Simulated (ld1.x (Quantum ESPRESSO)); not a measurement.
**Plane-wave convergence, TM potential for magnesium (Mg)**

Mg (Z = 12), norm-conserving Troullier–Martins (Kleinman–Bylander form), made with ld1.x (Quantum ESPRESSO) 7.5 (LDA (PZ), fully relativistic). Core [He] 2s2, reference 2p6 3s2 3p0. Waves: 3s (bound): rc 2.20 bohr; 2p (bound): rc 0.75 bohr; 3d channel at 0.1 Ry: rc 1.85 bohr. Local part: all-electron potential smoothed inside 1.05 bohr (lloc = -1). Core correction: Bessel-smoothed model core inside 0.70 bohr.

Open shells are filled in proportion to 2j + 1 (rel_dist='average').

The pseudo-atom Hamiltonian at the reference potential is diagonalised in spherical Bessel functions j_l(qr) that vanish at 20 bohr, with q² up to the cutoff. All-electron valence levels (Ry): 3s -0.3519, 2p1/2 -3.4472, 3p1/2 -0.1016, 2p3/2 -3.4260, 3p3/2 -0.1010.

Q: How do the lowest levels (Ry) of each channel move with the cutoff, and are there ghosts?

A:

```csv
cutoff (Ry),s #1,s #2,s #3,p1/2 #1,p1/2 #2,p3/2 #1,p3/2 #2,p3/2 #3,d3/2 #1,d3/2 #2,d5/2 #1,d5/2 #2,f #1,f #2,Σ f·Δε (mRy)
8,-0.3506,0.0038,0.1034,-0.4783,0.0073,-0.4783,0.0073,0.0958,0.0550,0.1347,0.0550,0.1347,0.1095,0.2323,17729.7
25,-0.4074,-0.3518,0.0042,-1.1223,-0.0283,-1.1221,-0.0283,0.0691,0.0549,0.1344,0.0549,0.1344,0.1095,0.2323,13864.5
50,-0.7209,-0.3519,0.0040,-1.8511,-0.0568,-1.8488,-0.0567,0.0576,0.0549,0.1344,0.0549,0.1344,0.1095,0.2323,9499.8
100,-0.7359,-0.3519,0.0040,-2.9629,-0.0893,-2.9503,-0.0889,0.0490,0.0549,0.1344,0.0549,0.1344,0.1095,0.2323,2870.4
180,-0.7359,-0.3519,0.0040,-3.4205,-0.1000,-3.4002,-0.0996,0.0467,0.0549,0.1344,0.0549,0.1344,0.1095,0.2323,155.6
400,-0.7359,-0.3519,0.0040,-3.4469,-0.1006,-3.4259,-0.1001,0.0466,0.0549,0.1344,0.0549,0.1344,0.1095,0.2323,0.0
```

Result: ghost state, extra bound levels that the all-electron valence spectrum of the same l lacks: s at -10.0 eV (a true bound ghost makes a file unfit for plane-wave use); 10 mRy is reached at 260 Ry and 1 mRy at over 300 Ry.

2 of 7 tests not solved or not reliable.
